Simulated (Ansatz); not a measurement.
**Energy profile**

The step: SnH₃Cl ([Cl][SnH3]) + SiH₄ → SnSiH₆ ([SiH3][SnH3]) + HCl; bonds formed: Sn1–Si7, Cl2–H6; bonds broken: Sn1–Cl2, H6–Si7 (atoms numbered as in the saddle structure below).

| atom | x (Å) | y (Å) | z (Å) |
| --- | --- | --- | --- |
| Sn1 | -0.6997 | 0.4690 | -1.1400 |
| Cl2 | 1.9419 | 1.4347 | -0.8933 |
| H3 | -0.1762 | -0.2183 | -2.5932 |
| H4 | -1.9900 | -0.4981 | -0.5049 |
| H5 | -1.1564 | 2.0944 | -1.0591 |
| H6 | 0.9600 | 0.3822 | 0.0457 |
| Si7 | 0.3072 | -0.7142 | 1.2547 |
| H8 | -0.7943 | -0.1866 | 2.0962 |
| H9 | 0.0116 | -2.0967 | 0.8049 |
| H10 | 1.5960 | -0.6663 | 1.9891 |

Electronic energies by CCSD(T) at an estimated basis limit (MP2 extrapolated from triple and quadruple zeta, plus CCSD(T) − MP2 in triple zeta), on PBE0-D4/def2-TZVP structures; SnSiH₇Cl, closed shell; no counterpoise correction. Ansatz 0.2.0; basis: def2-TZVPP and def2-QZVPP; cores frozen in the correlated methods. Filled d shells of the heavier atoms are correlated. Core potentials replace the inner electrons of the atoms past krypton. The def2 sets are not built for correlating such inner shells, so the correlated values are less sure here. Extrapolation: Hartree–Fock as exp(−7.88 √X), correlation as X^−2.97.

Question: Give the profile in kJ/mol, counted from the separated reactants. (To be estimated.)

Answer: Computed:
```csv
point,kJ/mol
"separated: SnH₃Cl (linked as [Cl][SnH3]; Sn1, Cl2, H3, H4, H5; singlet) + SiH₄ (H6, Si7, H8, H9, H10; singlet)",0.0
start structure,-5.5
saddle,210.3
end structure,56.0
"separated: SnSiH₆ (linked as [SiH3][SnH3]; Sn1, H3, H4, H5, Si7, H8, H9, H10; singlet) + HCl (Cl2, H6; singlet)",62.9
```

T1 diagnostic: at most 0.015. The start structure is not quite a true minimum (one mode of 33i cm⁻¹).

For scale, one of the runs: CCSD(T)/def2-TZVPP, 232 basis functions, launched by `ansatz run in.yaml --threads 4 --pin off --events-out ev --progress --plain --max-ram 9574MiB`. Hardware: 4 CPU threads of an Intel Xeon, shared host. Wall time 2.3 min; peak host memory 4.1 GiB.
